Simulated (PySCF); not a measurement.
# How methods differ on the ionisation energy of Rh

Rh [Kr] 4d8 5s1 (4F) → Rh⁺ [Kr] 4d8 (3F), as a difference of total energies. Computed with PySCF 2.14 in aug-cc-pVDZ-PP with ECP28MDF, with a scalar-relativistic core potential. Correlated levels: valence: 4s2 4p6 frozen. The calculations carry no spin-orbit coupling.

| method | ionisation energy (eV) | error (eV) |
| --- | --- | --- |
| UHF | 6.314 | -1.165 |
| PBE0 | 7.589 | +0.110 |
| BP86 | 8.065 | +0.586 |
| MP2 (valence) | 7.244 | -0.235 |
| SCS-MP2 (valence) | 7.033 | -0.446 |

Reference: 7.479 eV (measured; NIST levels, between the centres of gravity of the two terms).

Errors of the correlated levels include the incompleteness of this basis and the frozen core.
